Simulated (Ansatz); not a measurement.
Isolated molecules relaxed with PBE0-D4/def2-TZVP in Ansatz; ΔE leaves out vibrations. CCSD(T)/CBS adds triple-zeta CCSD(T) − MP2 to the extrapolated MP2 energy (def2 sets, frozen cores). Functionals use def2-TZVPP. One conformer a species, not always the lowest.

Consider the cleavage of the B–B bond: `BBO[SiH](C)F` + `OC[SiH2]Cl` → `BOC[SiH2]Cl` + `BO[SiH](C)F`.

```csv
level,ΔE (eV)
ωB97M-V,-1.79
PBE0,-1.68
```

(1) What does CCSD(T)/CBS give? (Best estimate.)

Largest T1 diagnostic among the species: 0.013.

## Answers

(1) Computed: -1.78 eV. The listed levels differ from it by -0.01, 0.10 eV.
